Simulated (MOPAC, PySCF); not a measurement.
C2H4BN, SMILES `BC#CN`, neutral singlet in the gas phase. 

Cartesian coordinates (Å):
SMILES: NC#CB
```xyz
8

B      1.9838    -0.2429    -0.1058
C      0.5265    -0.0648    -0.0950
C     -0.6830     0.0835    -0.0863
N     -1.9834     0.2428    -0.0769
H      2.6750     0.4450     0.5784
H      2.4790    -1.0757    -0.7989
H     -2.5809    -0.3290    -0.6483
H     -2.4170     0.9411     0.5017
```
Charge 0, spin multiplicity 1.

All levels are single points at this geometry (CAM-B3LYP-D3(BJ)/def2-TZVP); Pople sets use spherical d functions. Orbital energies aren't observables, and empty levels follow the basis.

CAM-B3LYP-D3(BJ)/def2-TZVP in PySCF gives dipole (D) = 4.15.

Task: Estimate the dipole (D) from each of these levels: TPSSh-D3(BJ)/def2-TZVP in PySCF; B3LYP/6-31G* in PySCF; BP86/6-31G* in PySCF; PBE/6-31G* in PySCF; SVWN5/6-31G* in PySCF; HF/6-31G* in PySCF; AM1 in MOPAC; PM6 in MOPAC.

Result: 
```json
[
 {"level": "TPSSh-D3(BJ)/def2-TZVP in PySCF", "dipole (D)": "4.39"},
 {"level": "B3LYP/6-31G* in PySCF", "dipole (D)": "4.42"},
 {"level": "BP86/6-31G* in PySCF", "dipole (D)": "4.68"},
 {"level": "PBE/6-31G* in PySCF", "dipole (D)": "4.68"},
 {"level": "SVWN5/6-31G* in PySCF", "dipole (D)": "4.76"},
 {"level": "HF/6-31G* in PySCF", "dipole (D)": "3.81"},
 {"level": "AM1 in MOPAC", "dipole (D)": "2.79"},
 {"level": "PM6 in MOPAC", "dipole (D)": "3.38"}
]
```
